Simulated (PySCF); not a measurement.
Cartesian coordinates (Å):
```xyz
3

F      1.4238    -0.2745     0.0000
Al    -0.0005     0.5515     0.0000
F     -1.4234    -0.2770     0.0000
```
Charge 0, spin multiplicity 2.

Predict the total energy, dipole moment and highest occupied spin orbital from M06-2X/def2-TZVP // PBE0-D3(BJ)/def2-TZVP in PySCF 2.14.0.


```
Property                             Result
-----------------------------  ------------
total energy                   -442.2407 Ha
dipole moment                        2.03 D
highest occupied spin orbital      -7.95 eV
```
